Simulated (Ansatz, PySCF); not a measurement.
Pair of molecules: N2 (SMILES N#N) (first 2 atoms) with C2H6O (SMILES CCO); geometry from B3LYP-D3(BJ)/def2-TZVP, rigid monomers moved along the line of their centres of mass till N2···H11 is 2.77 Å.
(charge 0, multiplicity 1):
```xyz
11

N      1.144     0.987    -0.193
N      0.771     0.246     0.515
C     -1.477     0.403     4.057
C     -0.022     0.040     4.306
O      0.329    -1.231     3.771
H     -1.722     1.360     4.523
H     -2.137    -0.363     4.467
H     -1.681     0.491     2.987
H      0.638     0.822     3.907
H      0.174    -0.032     5.377
H      0.229    -1.192     2.814
```

Interaction energies are E(AB) − E(A) − E(B) at the monomers' geometry in the complex; basis-set methods are counterpoise corrected.

Cores are frozen in the correlated methods.

The values were computed with Ansatz (Gaussian orbitals); PySCF for the dispersion terms. Values without a source in brackets are computed.

PBE/def2-TZVPPD gives -34.5 meV for the interaction energy.

### Question
Where do these levels fall relative to PBE: PBE-D3(BJ)/def2-TZVPPD, r2SCAN/def2-TZVPPD, PBE0/def2-TZVPPD, wB97M-V/def2-TZVPPD, MP2/aug-cc-pVDZ, CCSD(T)/aug-cc-pVDZ.

### Answer
PBE-D3(BJ)/def2-TZVPPD -24.9; r2SCAN/def2-TZVPPD 1.2; PBE0/def2-TZVPPD 4.8; wB97M-V/def2-TZVPPD -12.4; MP2/aug-cc-pVDZ -14.9; CCSD(T)/aug-cc-pVDZ -12.0 meV. 2 of 6 lie above PBE; the widest gap is to PBE-D3(BJ)/def2-TZVPPD.

Ansatz is a program for electronic structure.
